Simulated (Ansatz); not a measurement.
MoS₃⁻ (the lowest doublet isomer of a short search) was relaxed with PBE0-D4 (def2-SVPD) in Ansatz in these states: charge -1 doublet, charge -1 quartet. The geometries follow in no particular order.

In the def2 sets Mo takes a core potential; there is no spin–orbit coupling.

A:

```xyz
4

Mo   -0.076   -0.022    0.108
S    -1.566    1.500    0.523
S     0.396   -1.867    1.149
S     1.247    0.389   -1.780
```

B:

```xyz
4

Mo    0.002    0.000   -0.001
S     0.913    1.029    1.661
S    -0.610    1.104   -1.749
S    -0.305   -2.133    0.089
```

Question: Judge from the bond lengths which geometry belongs to which state (an estimate).

Answer: A is the charge -1 quartet (Mo1–S4 2.341 Å, Mo1–S3 2.171 Å, Mo1–S2 2.170 Å); B is the charge -1 doublet (Mo1–S4 2.156 Å, Mo1–S3 2.156 Å, Mo1–S2 2.156 Å).

At PBE0-D4/def2-TZVPD a doublet lies 1.68 eV below the charge -1 quartet. These are the stationary points nearest to one start from a short search; other shapes may lie lower in each state.
